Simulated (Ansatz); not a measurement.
`[SiH3][SiH2][SiH2][SiH3]` + `CCSS` → `CCSS[SiH3]` + `[SiH3][SiH2][SiH3]`  (cleavage of the Si–Si bond)

Isolated molecules relaxed with PBE0-D4/def2-TZVP in Ansatz; ΔE leaves out vibrations. CCSD(T)/CBS is the MP2 limit (def2-TZVPP, def2-QZVPP) plus CCSD(T) − MP2 in def2-TZVPP, frozen cores. Functionals use def2-TZVPP. HSE06 is defined as in plane-wave codes. Each species was taken in one conformer, which may not be the lowest.

CCSD(T)/CBS gives -49.8 kJ/mol.

**Question.** Another level gave -50.9 kJ/mol. Which?
A. HF/def2-TZVPP
B. BHLYP-D4/def2-TZVPP
C. HSE06/def2-TZVPP
D. r2SCAN-D4/def2-TZVPP

**Answer.** B. BHLYP-D4 -50.9, HSE06 -41.0, r2SCAN-D4 -45.5, HF/def2-TZVPP -55.4 kJ/mol.

Largest T1 diagnostic among the species: 0.014.

At CCSD(T), def2-SVP lies +4.3 kJ/mol from the extrapolated value and def2-TZVPP +2.2 kJ/mol. From BLYP to BHLYP (50 % exact exchange), in def2-TZVPP and without D4, ΔE moves by −5.9 kJ/mol.
